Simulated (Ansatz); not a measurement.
`C[O][Al]([F])[Br]` + `[SiH3]S` → `CS[SiH3]` + `[OH][Al]([F])[Br]` at 600 K and 1 bar (substitution at a C–O bond).

Gas-phase electronic energies from Ansatz, PBE0-D4/def2-TZVP geometries. CBS: MP2 limit from def2 TZ/QZ plus the TZ coupled-cluster correction, frozen cores. For Br outer-core shells are correlated without core-valence functions, which leaves a few kJ/mol of doubt a bond. Scalar relativity is left out up to krypton. One conformer a species, not always the lowest.

```json
{"species": "`C[O][Al]([F])[Br]`", "CCSD(T)/CBS energy (Eh)": "-3030.35080", "H − E (kJ/mol)": "176.3", "S (J/(mol·K))": "445.5"}
{"species": "`[SiH3]S`", "CCSD(T)/CBS energy (Eh)": "-689.27336", "H − E (kJ/mol)": "126.3", "S (J/(mol·K))": "326.2"}
{"species": "`CS[SiH3]`", "CCSD(T)/CBS energy (Eh)": "-728.52947", "H − E (kJ/mol)": "217.4", "S (J/(mol·K))": "385.5"}
{"species": "`[OH][Al]([F])[Br]`", "CCSD(T)/CBS energy (Eh)": "-2991.11301", "H − E (kJ/mol)": "89.0", "S (J/(mol·K))": "382.7"}
```

H − E and S are ideal-gas, rigid-rotor, harmonic terms from PBE0-D4/def2-TZVP, for one conformer and one mirror image of each species. 1 Eh = 2625.50 kJ/mol, R = 8.31446 J/(mol·K).

Q: By hand: ΔE, ΔH, ΔS and ΔG.

A: ΔE = (-728.52947) + (-2991.11301) − (-3030.35080) − (-689.27336) = -0.01832 Eh = -48.1 kJ/mol. Δ(H − E) = 217.4 + 89.0 − 176.3 − 126.3 = 3.8, so ΔH = -44.3 kJ/mol. ΔS = 385.5 + 382.7 − 445.5 − 326.2 = -3.5 J/(mol·K). ΔG = -44.3 − 600 × (-3.5)/1000 = -42.2 kJ/mol.

Q: By hand: the equilibrium constant, and the temperature at which ΔG would vanish if ΔH and ΔS stayed fixed.

A: log₁₀ K = −ΔG/(RT ln 10) = 3.7. ΔG = 0 at ΔH/ΔS = 12657 K, far beyond where these terms or the molecules hold.

The number of gas molecules stays the same, so ΔS is small and ΔH decides. A doubt of 5 kJ/mol in ΔE shifts log₁₀ K by 0.4 here. Other conformers and mirror images would add mixing entropy, several J/(mol·K) or more a flexible species. These are equilibria of isolated gas molecules and say nothing of rates. Largest T1 diagnostic: 0.011 (customary marks: 0.02 for closed shells, 0.045 for open ones).
